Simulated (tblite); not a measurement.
Compound: C₆H₉O₂ (doublet state).
Z-matrix (Å and degrees, GFN2-xTB geometry), rows numbered from 1:
```
C 
C   1  1.3822
C   2  1.3591  1  119.22
O   3  1.1767  2  163.36  1   -66.75
O   2  1.3685  1  118.97  3   170.84
C   5  1.4226  2  116.18  1   171.98
C   6  1.5231  5  106.41  2   164.38
C   6  1.5280  5  111.30  2   -73.98
H   1  1.0709  2  121.00  3     6.92
H   1  1.0706  2  118.98  3  -172.12
H   6  1.1047  5  108.61  2    46.34
H   7  1.0866  6  109.58  5    61.50
H   7  1.0865  6  110.04  5   -57.77
H   7  1.0858  6  110.13  5  -178.24
H   8  1.0879  6  110.79  5    60.56
H   8  1.0863  6  109.95  5  -179.32
H   8  1.0875  6  109.68  5   -59.36
```

Calculated harmonic vibrations of the isolated species, GFN2-xTB (tblite), most abundant isotopes, no scaling. This tight-binding method is rough: wavenumbers can miss measured ones by several per cent, in bad cases by 10 to 20. One conformer, not necessarily the lowest. Open shells enter through the occupations alone, without spin polarisation, and single modes of such species can be off by tens of per cent.

Harmonic wavenumbers (cm⁻¹): 51.2, 83.1, 101.0, 151.9, 164.7, 192.8, 216.0, 313.5, 360.5, 385.6, 436.8, 465.8, 514.3, 593.4, 625.8, 813.8, 874.9, 921.1, 941.4, 972.0, 996.8, 1135.9, 1158.8, 1174.5, 1267.7, 1308.5, 1321.0, 1322.3, 1395.0, 1407.6, 1428.4, 1470.9, 1484.1, 1485.2, 1496.4, 2119.0, 2819.2, 3036.6, 3043.7, 3048.9, 3051.1, 3053.2, 3055.8, 3154.1, 3203.0.

A = 3073, B = 1460, C = 1158 MHz; mass 113.060 u (most abundant isotopes); point group C1, symmetry number 1; spin multiplicity 2.

What is the zero-point energy?

Half the sum of the wavenumbers: 29309 cm⁻¹ = 83.80 kcal/mol.

Give the ideal-gas entropy at 200 K and 1 bar in the rigid-rotor, harmonic-oscillator model (classical rotation).

Translation 38.13, rotation 27.33, vibration 19.30, spin (R ln 2) 1.38: S = 86.1 cal/(mol K).

And Cp and H(200 K) − H(0)?

Cp = 28.61 cal/(mol K), of which vibrations give 20.66 (their classical limit is 45 R = 89.4); H(200 K) − H(0) = 3.73 kcal/mol without the zero-point energy, 2.14 from vibrations.

Blend soft modes into free rotors: weight 1/[1 + (100 cm⁻¹/ν̃)⁴] for the oscillator and the rest for a rotor with moment μB/(μ + B), μ = h/(8π²ν), B = 10⁻⁴⁴ kg m². What vibrational entropy results?

18.22 cal/(mol K) in place of 19.30, which changes −T·S at 200 K by +0.22 kcal/mol.

Which modes carry the vibrational entropy at 200 K?

51.2 cm⁻¹: 3.98; 83.1 cm⁻¹: 3.04; 101.0 cm⁻¹: 2.67; 151.9 cm⁻¹: 1.91; 164.7 cm⁻¹: 1.76; 192.8 cm⁻¹: 1.49 cal/(mol K); the other 39 give 4.46 together.

How do the functions run with temperature in this model?

```tsv
T (K)	S (cal/(mol K))	Cp (cal/(mol K))	H − H(0) (kcal/mol)	G − H(0) (kcal/mol)	ln q(vib)
150	78.6	24.2	2.41	-9.38	2.97
250	93.0	32.8	5.26	-17.98	5.66
298.15	99.1	36.7	6.94	-22.60	6.92
400	111.0	44.8	11.10	-33.31	9.50
600	131.7	57.6	21.40	-57.64	14.32
900	157.7	70.2	40.73	-101.19	20.93
```

q(vib) and H(0) count from the zero-point level.

Hindered rotation and anharmonicity are outside this model. Other conformers, if any are populated, would add a mixing term that is left out. The structure is chiral; the term R ln 2 for an equal mix with its mirror image is left out.

Time: 1.2 s. Hardware: one thread of an AMD EPYC, no GPU, on a shared host. The figure is for the frequency step alone.
